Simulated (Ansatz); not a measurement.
Reaction (SMILES): CC[SiH3] [ethylsilane] -> [CH2]C[SiH3] + H atom (the C-H bond at the site shown breaks; other sites are not compared here)
Geometries: B3LYP-D3(BJ)/def2-TZVP minima from Ansatz (a program for electronic structure), one conformer each, not searched for the lowest.
Geometry of the first species:
SMILES: CC[SiH3]
```xyz
11

C     -1.6917     0.4200     0.0435
C     -0.5724    -0.5409    -0.3764
Si     1.1433     0.0254     0.1477
H     -2.6708     0.0585    -0.2775
H     -1.7251     0.5412     1.1284
H     -1.5481     1.4115    -0.3913
H     -0.7490    -1.5347     0.0460
H     -0.5732    -0.6705    -1.4630
H      1.4545     1.3480    -0.4505
H      1.2128     0.1596     1.6246
H      2.1783    -0.9447    -0.2874
```
Charge 0, spin multiplicity 1.

Quantity: bond dissociation energy (electronic energy difference), in kcal/mol. Cores are frozen in the correlated levels unless marked. Open shells are spin-unrestricted. Spin-orbit coupling is left out. No relativistic terms. CBS marks a two-point X^-3 extrapolation of the correlation energy; Hartree-Fock from the larger set.

CCSD(T)/CBS(aug-cc-pV(T+d)Z,aug-cc-pV(Q+d)Z) (Ansatz) gives 106.4 kcal/mol.

**Question.** Another calculation gave 102.3 kcal/mol. Which level was it?
A) SVWN5/def2-TZVPD (Ansatz)
B) revPBE/def2-TZVPD (Ansatz)
C) LC-wPBE/def2-TZVPD (Ansatz)
D) wB97M-V/def2-TZVPD (Ansatz)

**Answer.** C, LC-wPBE/def2-TZVPD (Ansatz). The others give 113.1 (SVWN5), 105.8 (wB97M-V), 99.7 (revPBE) kcal/mol.
